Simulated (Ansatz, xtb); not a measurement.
# Relative energy of two isomers of C5H5FO2

Structure a: `OC1=COC(F)=CC1`, a singlet. Structure b: `OC1=CC=C(F)OC1`, a singlet. Both are isolated molecules in the gas phase, relaxed with PBE-D3(BJ)/def2-SVP; the shapes shown needn't be the lowest conformers.

a (Å):

```xyz
13

C    -0.7749    0.6093   -0.7730
C    -0.5383    1.1742    0.4330
C     1.6532    0.4118    0.4522
C     1.5554   -0.1977   -0.7453
C     0.2709   -0.1670   -1.5299
F     2.7618    0.4158    1.1871
O    -2.0116    0.7414   -1.3397
O     0.6844    1.0952    1.0883
H    -2.0044    0.2773   -2.1952
H    -1.2828    1.7427    1.0019
H     2.4393   -0.7188   -1.1350
H     0.4166    0.2950   -2.5401
H    -0.1108   -1.2000   -1.7357
```

b (Å):

```xyz
13

C    -0.5481    0.8108   -1.1286
C     0.2744    1.6356   -0.4324
C     1.4064    1.0533    0.2830
C     1.4122   -0.2895    0.4606
C    -0.1717   -0.6525   -1.2224
F     2.2875   -0.9576    1.2075
O    -1.6355    1.2532   -1.8251
O     0.4635   -1.1209   -0.0271
H    -2.1287    0.4851   -2.1652
H     0.0763    2.7153   -0.3855
H     2.1982    1.6677    0.7274
H     0.5070   -0.8345   -2.0975
H    -1.0692   -1.2940   -1.3537
```

Which of the two would you expect CCSD(T)/def2-SVP + ΔMP2/def2-TZVPP electronic energies to favour?

CCSD(T)/def2-SVP + ΔMP2/def2-TZVPP gives E(b) − E(a) = +0.74 kJ/mol, slightly favouring structure a, which is too small a margin to settle the true order.

How the difference moves with the method:

```json
{"level": "GFN2-xTB", "geometry": "GFN2-xTB", "E(b) − E(a) (kJ/mol)": "+11.01", "departure from the last row (kJ/mol)": "+10.27", "job, with rough time for the two": "optimisation, 0.36 s"}
{"level": "HF/STO-3G", "geometry": "GFN2-xTB", "E(b) − E(a) (kJ/mol)": "+12.59", "departure from the last row (kJ/mol)": "+11.85", "job, with rough time for the two": "single point, 1.7 s"}
{"level": "r2SCAN-D4/def2-SVP", "geometry": "GFN2-xTB", "E(b) − E(a) (kJ/mol)": "+5.04", "departure from the last row (kJ/mol)": "+4.30", "job, with rough time for the two": "single point, 10 s"}
{"level": "PBE-D3(BJ)/def2-SVP", "geometry": "PBE-D3(BJ)/def2-SVP", "E(b) − E(a) (kJ/mol)": "+0.91", "departure from the last row (kJ/mol)": "+0.17", "job, with rough time for the two": "optimisation, 2.1 min"}
{"level": "HF/def2-SVP", "geometry": "PBE-D3(BJ)/def2-SVP", "E(b) − E(a) (kJ/mol)": "+8.49", "departure from the last row (kJ/mol)": "+7.75", "job, with rough time for the two": "part of the CCSD(T) run"}
{"level": "MP2/def2-SVP", "geometry": "PBE-D3(BJ)/def2-SVP", "E(b) − E(a) (kJ/mol)": "−0.41", "departure from the last row (kJ/mol)": "−1.15", "job, with rough time for the two": "part of the CCSD(T) run"}
{"level": "CCSD(T)/def2-SVP", "geometry": "PBE-D3(BJ)/def2-SVP", "E(b) − E(a) (kJ/mol)": "+1.87", "departure from the last row (kJ/mol)": "+1.13", "job, with rough time for the two": "single point"}
{"level": "CCSD(T)/def2-SVP + ΔMP2/def2-TZVPP", "geometry": "PBE-D3(BJ)/def2-SVP", "E(b) − E(a) (kJ/mol)": "+0.74", "departure from the last row (kJ/mol)": "", "job, with rough time for the two": "single point, 4.3 min"}
```

As drawn, both hold the same kinds of bond in the same numbers.

The largest departure from CCSD(T)/def2-SVP + ΔMP2/def2-TZVPP is that of HF/STO-3G, 11.85 kJ/mol. The last row adds to CCSD(T) the change of the MP2 difference between the two basis sets, here −1.13 kJ/mol.

With thermal terms from frequencies at re-optimised GFN2-xTB minima (ideal gas, soft modes damped towards free rotors, one conformer each, 298.15 K, 1 atm): the zero-point term adds −0.40 kJ/mol; ΔH is +0.34 and ΔG +0.38 kJ/mol.

The correlated steps freeze 8 core orbitals. Programs: Ansatz 0.2.0, xtb 6.7.1; the last row on 2 threads of Intel(R) Xeon(R) Processor @ 2.50GHz (Skylake/Cascade Lake) on a shared host.
